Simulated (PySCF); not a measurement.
Se(H)(SeH) (H2Se2), SMILES [SeH][SeH].

The structure is a stationary point at PBE0-D3(BJ)/def2-TZVP.

Level of theory: PBE0-D3(BJ)/def2-TZVP run with PySCF.

Frequencies are harmonic and unscaled.

```tsv
mode	ν (cm⁻¹)	IR (km/mol)	Raman (Å⁴/amu)	depolarisation	moving atoms (share of kinetic energy)
1	302	0.0	10.6	0.21	Se 100 %
2	375	5.6	9.0	0.75	H 98 %
3	749	10.4	5.4	0.75	H 98 %
4	750	0.0	16.7	0.42	H 99 %
5	2408	8.3	184.5	0.09	H 99 %
6	2409	13.5	117.3	0.75	H 99 %
```
